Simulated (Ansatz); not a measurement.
**Abstraction of H: SiH(SiH3)F2 + BH2O → SiH(SiH2)F2 + BH2(OH)**

Species: SiH(SiH3)F2, singlet; BH2O `B[O]`, doublet; SiH(SiH2)F2, doublet; BH2(OH), singlet. A radical takes H: the energy is the difference in strength between the Si–H bond broken and the O–H bond made.

Shapes, held fixed at every level: PBE0-D4/def2-TZVP. Flexible molecules stand in one conformer, not always the lowest. Programs: Ansatz 0.2.0. The zero-point and thermal change to 298 K, harmonic and unscaled (PBE0-D4/def2-TZVP), is +15.4 kJ/mol.

| level | kind | ΔH(298 K) (kJ/mol) | less CCSD(T)/CBS estimate | CPU time (sum over the molecules) |
| --- | --- | --- | --- | --- |
| MP2/def2-TZVPP | perturbation theory | -95.7 | -39.2 | – |
| PBE-D4/def2-TZVPP | GGA | -32.7 | +23.8 | 22 s |
| B3LYP-D4/def2-TZVPP | global hybrid | -32.5 | +24.0 | 35 s |
| BHLYP-D4/def2-TZVPP | global hybrid | -36.3 | +20.2 | 28 s |
| PBE0-D4/def2-TZVPP | global hybrid | -45.1 | +11.4 | 27 s |
| B2PLYP/def2-TZVPP | double hybrid | -48.1 | +8.4 | 42 s |
| CCSD(T)/def2-TZVPP | coupled cluster or CI | -52.6 | +3.9 | 17 min |
| CCSD(T)/CBS estimate | coupled cluster or CI | -56.5 | 0.0 | 21 min |

The highest level, CCSD(T)/CBS estimate, gives ΔH(298 K) = -56.5 kJ/mol; the levels span -95.7 to -32.5. The column of differences is taken from that level and isn't an error. No measured value is set beside it here. T1 is large for BH2O (0.040), so single-reference values are less sure there. Open shells run unrestricted. The CBS estimate extrapolates MP2 from def2-TZVPP and def2-QZVPP and adds CCSD(T) − MP2 in the triple-zeta set, cores frozen. Times are processor times on shared x86 and Arm servers, and rough.
